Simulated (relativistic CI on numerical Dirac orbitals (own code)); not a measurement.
# d1 to d9 in one octahedral field

Computed with a parametric ligand-field model without spin-orbit coupling, by exact diagonalisation: B = 690, C = 2790, 10Dq = 10800 cm⁻¹ (Oh; |10Dq|/B = 15.7) for every shell. Energies in cm⁻¹; the field energy is (0.6 n_e − 0.4 n_t2) × 10Dq of the ground term; g labels are left out.

| Shell | Ground term | Electrons in e | Field energy | First spin-allowed bands | Lowest term of other spin |
| --- | --- | --- | --- | --- | --- |
| d1 | 2T2 | 0.000 | -4320 | 2E 10800 |  |
| d2 | 3T1 | 0.050 | -8095 | 3T2 9684, 3T1 18918 | 1T2 10137 |
| d3 | 4A2 | 0.000 | -12960 | 4T2 10800, 4T1 16641 | 2E 13200 |
| d4 | 5E | 1.000 | -6480 | 5T2 10800 | 3T1 5811 |
| d5 | 6A1 | 2.000 | 0 | none | 4T1 12164 |
| d6 | 5T2 | 2.000 | -4320 | 5E 10800 | 1A1 2042 |
| d7 | 4T1 | 2.050 | -8095 | 4T2 9684, 4T1 18918 | 2E 2661 |
| d8 | 3A2 | 2.000 | -12960 | 3T2 10800, 3T1 16641 | 1E 10847 |
| d9 | 2E | 3.000 | -6480 | 2T2 10800 |  |

Every shell keeps the spin of the free ion. Only d4 to d7 can choose; the field needed to pair spins is smallest for d6 and largest for d5, which loses most exchange energy. In the strong-field picture 10Dq must exceed about 6B + 5C = 18090 (d4), 7.5B + 5C = 19125 (d5), 2.5B + 4C = 12885 (d6) and 4B + 4C = 13920 (d7); mixing of terms shifts these bounds somewhat. High-spin d^(n+5) repeats the spin-allowed bands of d^n, since the half-filled shell is spherical.
